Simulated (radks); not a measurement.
Values are calculated unless marked as measured or tabulated.
Polarisability of the argon ion Ar3+, [Ne] 3s2 3p3, at imaginary frequency. Code: a radial shooting solver on a logarithmic mesh with Libxc functionals. Model: non-relativistic Kohn-Sham, LDA (Slater exchange, VWN5 correlation), spin-polarised, spherical densities, point nucleus; open shells are filled with parallel spins first. Response by self-consistent Sternheimer equations with the Hartree and adiabatic LDA kernel.

| w (hartree) | alpha1(iw) (bohr^3) |
|---|---|
| 0.00266 | 3.589 |
| 0.0143 | 3.588 |
| 0.0360 | 3.584 |
| 0.0697 | 3.569 |
| 0.118 | 3.532 |
| 0.186 | 3.452 |
| 0.280 | 3.296 |
| 0.413 | 3.018 |
| 0.605 | 2.578 |
| 0.892 | 1.972 |
| 1.35 | 1.295 |
| 2.12 | 0.7092 |
| 3.59 | 0.3212 |
| 6.94 | 0.1183 |
| 17.5 | 0.02921 |

Static values: alpha1 = 3.589 bohr^3 (0.5319 angstrom^3; uncoupled 5.946). C6 = 9.717, triple-dipole C9 = 25.46 atomic units. One-pole (London) frequency 4 C6 / (3 alpha1^2) = 1.006 hartree, against 1.893 for minus the highest occupied eigenvalue. The dipole shielding factor is 0.833, as the force sum rule N/Z = 0.833 demands.
